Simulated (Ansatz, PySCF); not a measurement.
Molecule: C$_{3}$H$_{8}$N, charge 0, multiplicity 2. It need not be the lowest isomer of its formula. SMILES: [CH2]NCC
Coordinates optimised at B3LYP-D3(BJ)/def2-TZVP (Ansatz, a quantum-chemistry and plane-wave program):
```xyz
12

C     -1.8123     0.1248     0.2286
C     -0.4915    -0.4921    -0.2022
N      0.6328     0.3349     0.2004
C      1.9019     0.0352    -0.2574
H     -1.9389     1.1166    -0.2076
H     -2.6484    -0.5021    -0.0844
H     -1.8629     0.2226     1.3163
H     -0.4006    -1.5112     0.2010
H     -0.4567    -0.5821    -1.2912
H      0.5901     0.6325     1.1647
H      1.9787    -0.3359    -1.2700
H      2.7200     0.6079     0.1542
```
Charge 0, spin multiplicity 2.

Quantity: vertical ionisation energy (to the singlet state of charge +1; each state is the SCF solution reached for its spin; for the singlet the Hartree-Fock reference is unstable and T1 is 0.018), in eV. Valence correlation only, unless marked. UHF or UKS for open shells. No spin-orbit coupling. Non-relativistic. 

```
level                 program  vertical ionisation energy (eV)
--------------------  -------  -------------------------------
HF/aug-cc-pVTZ         Ansatz                             6.14
SVWN5/def2-TZVPD       Ansatz                             6.49
r2SCAN/def2-TZVPD      Ansatz                             6.57
B3LYP/def2-TZVPD       Ansatz                             6.56
PBE0/def2-TZVPD        Ansatz                             6.57
BHLYP/def2-TZVPD       Ansatz                             6.57
CAM-B3LYP/def2-TZVPD   Ansatz                             6.63
wB97M-V/def2-TZVPD     Ansatz                             6.45
wB97X-V/def2-TZVPD     Ansatz                             6.50
B2PLYP/def2-TZVPD      Ansatz                             6.39
MP2/aug-cc-pVDZ        Ansatz                             6.18
RI-MP2/aug-cc-pVTZ     Ansatz                             6.30
SCS-MP2/aug-cc-pVDZ    Ansatz                             6.09
CCSD(T)/aug-cc-pVDZ    Ansatz                             6.18
```

For comparison, minus the highest occupied orbital energy (PySCF): 7.64 eV at HF/def2-TZVPD, 3.52 eV at TPSSh/def2-TZVPD, 5.30 eV at M06-2X/def2-TZVPD.
